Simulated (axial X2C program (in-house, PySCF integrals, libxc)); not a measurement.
**Outer orbitals of WO⁺ at 1.634 Å, PBE0**

All values were computed with an axial X2C code built on PySCF integrals. Spin-free means the one-electron spin-free X2C Hamiltonian; two-component (2c) means X2C with spin–orbit coupling and atomic mean-field two-electron Coulomb and Gaunt terms, so the difference of the two also holds small scalar two-electron terms. Basis: W dyall-cv3z [13s14p9d7f4g], O dyall-av3z [7s6p3d2f] (cores contracted in-house); Gaussian nuclei, density fitting, unrestricted open shells. Masses: W 183.951 u, O 15.995 u.

The distance is close to the 2c PBE0 minimum; the highest filled and lowest empty levels are listed.

Spin-free orbitals, state M_S = 3/2, Λ = 0 (beyond evenly filled blocks: σα, δ+α, δ-α) (Löwdin shares):

| symmetry | occupied | ε (eV) | atomic character |
| --- | --- | --- | --- |
| σβ | yes | -33.50 | 66% O s, 14% W d, 8% W p |
| σα | yes | -33.03 | 66% O s, 14% W d, 8% W p |
| σα | yes | -18.48 | 62% O p, 26% W d, 6% O s |
| σβ | yes | -18.42 | 69% O p, 19% W d, 5% O s |
| π-β | yes | -18.24 | 70% O p, 22% W d, 3% W f |
| π+β | yes | -18.24 | 70% O p, 22% W d, 3% W f |
| π-α | yes | -18.08 | 60% O p, 33% W d, 2% W f |
| π+α | yes | -18.08 | 60% O p, 33% W d, 2% W f |
| δ-α | yes | -14.42 | 98% W d |
| δ+α | yes | -14.42 | 98% W d |
| σα | yes | -13.91 | 55% W s, 19% W d, 16% O p |
| σβ | no | -9.50 | 60% W s, 14% W d, 11% O p |
| π+α | no | -9.48 | 52% W d, 21% O p, 19% W p |
| π-α | no | -9.48 | 52% W d, 21% O p, 19% W p |
| δ-β | no | -8.72 | 97% W d |
| δ+β | no | -8.72 | 97% W d |

Spinors with spin–orbit coupling (state Ω = 3/2):

```csv
ω,occupied,ε (eV),atomic character,λ mixture
-1/2,yes,-33.47,"66% O s, 14% W d, 9% W p",100% σ
1/2,yes,-32.99,"65% O s, 14% W d, 8% W p",100% σ
1/2,yes,-18.54,"62% O p, 26% W d, 5% O s","82% σ, 18% π"
-1/2,yes,-18.46,"67% O p, 21% W d, 5% O s","90% σ, 10% π"
1/2,yes,-18.24,"69% O p, 22% W d, 3% W f","82% π, 18% σ"
-3/2,yes,-18.21,"70% O p, 22% W d, 3% W f",100% π
-1/2,yes,-18.10,"61% O p, 31% W d, 2% W f","90% π, 10% σ"
3/2,yes,-18.02,"61% O p, 32% W d, 2% W f",100% π
-3/2,yes,-14.74,97% W d,"99% δ, 1% π"
5/2,yes,-14.11,97% W d,100% δ
1/2,yes,-13.91,"55% W s, 19% W d, 16% O p",100% σ
-1/2,no,-9.72,"51% W d, 20% O p, 19% W p","94% π, 6% σ"
-1/2,no,-9.50,"59% W s, 14% W d, 11% O p","96% σ, 4% π"
3/2,no,-9.42,"63% W d, 17% O p, 13% W p","77% π, 23% δ"
3/2,no,-8.88,"87% W d, 5% W p, 4% O p","77% δ, 23% π"
```

How does the gap between the highest filled and lowest empty level change from the spin-free to the 2c table?

From 4.41 to 4.19 eV at PBE0, a change of -0.22 eV.

Mulliken charges and populations of the two-component result (they depend on the basis, above all on diffuse functions):

W 1.25 e (s 10.79 p 24.03 d 23.85 f 14.06 g 0.02), O -0.25 e (s 3.92 p 4.26 d 0.06 f 0.01). ⟨Lz⟩ = 0.01 ħ and ⟨Sz⟩ = 1.49 ħ (1.63 and -0.14 on the two atoms), which add up to Ω.

One determinant describes the state; a PBE0 search over occupations chose it and may have missed a lower one. Density functionals use the spin component along the axis (collinear). With several unpaired electrons one determinant need not be a pure state. This is the top spin component of a Σ state; components of lower Ω are not single determinants and can lie lower. The determinant is spin-polarised beyond a pure state at some levels (its spin-free form has ⟨S²⟩ too high), which makes Re and μ there less reliable.
